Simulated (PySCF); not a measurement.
# UHF on Mg²⁺ (magnesium, charge +2)

Configuration: [Ne], closed-shell 1S. Calculation: PySCF 2.14, in x2c-QZVPPall (9s6p5d2f, 66 functions); scalar relativity by spin-free X2C-1e.

- Total energy: -199.136751 hartree
- One-electron energy: -271.5397 hartree
- Hartree (Coulomb) energy: 88.1225 hartree
- Exchange energy: -15.7196 hartree
- ⟨S²⟩: 0.0000
- ⟨L²⟩: 0.000
- Sum of ⟨r⟩: 5.721 bohr
- Sum of ⟨r²⟩: 4.710 bohr²
- Langevin diamagnetic susceptibility: -3.73 ×10⁻⁶ cm³/mol

```
shell  electrons  mean orbital energy (hartree)  rms radius, mean of both spins (bohr)
   1s          2                      -49.85461                                  0.151
   2s          2                       -4.49586                                  0.754
   2p          6                       -3.00547                                  0.767
```
